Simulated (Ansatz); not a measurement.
`[NH2][Cd][F]` + H₂O → `[OH][Cd][F]` + NH₃  (formal hydrolysis of a Cd–N bond)

Calculated with Ansatz (gas phase, PBE0-D4/def2-TZVP geometries, no zero-point term in ΔE). CCSD(T)/CBS adds triple-zeta CCSD(T) − MP2 to the extrapolated MP2 energy (def2 sets, frozen cores). This one scheme is used for every species. Elements past krypton have def2 core potentials. For Cd outer-core shells are correlated without core-valence functions, which leaves a few kJ/mol of doubt a bond. One conformer a species, not always the lowest.

| species | CCSD/def2-SVP energy (Eh) |
| --- | --- |
| `[NH2][Cd][F]` | -322.48709 |
| H₂O | -76.17170 |
| `[OH][Cd][F]` | -342.31155 |
| NH₃ | -56.35105 |

**Question.** Work out ΔE.

**Answer.** ΔE = (-342.31155) + (-56.35105) − (-322.48709) − (-76.17170) = -0.00381 Eh = -10.0 kJ/mol. CCSD(T)/CBS gives -7.4 kJ/mol.

**Question.** What do rigid-rotor, harmonic-oscillator terms from PBE0-D4/def2-TZVP frequencies (298.15 K, 1 bar) make of the CCSD(T)/CBS value? (An estimate is asked.)

**Answer.** The calculation gave: ΔZPE = +1.7 kJ/mol, ΔH = -6.1 kJ/mol, ΔS = -2 J/(mol·K), ΔG = -5.6 kJ/mol.

Largest T1 diagnostic among the species: 0.017.

Leaving LDA and LC-ωPBE aside and taking each functional with its dispersion term where it has one, the values, not all of them listed here, spread over 9.5 kJ/mol, from B97M-V to PBE-QIDH. LDA lies +7.1 kJ/mol from PBE without D4. In def2-TZVPP, CCSD(T) changes the Hartree–Fock value by +10.9 kJ/mol (the triples alone add +1.2 kJ/mol) and MP2 by +14.8 kJ/mol.
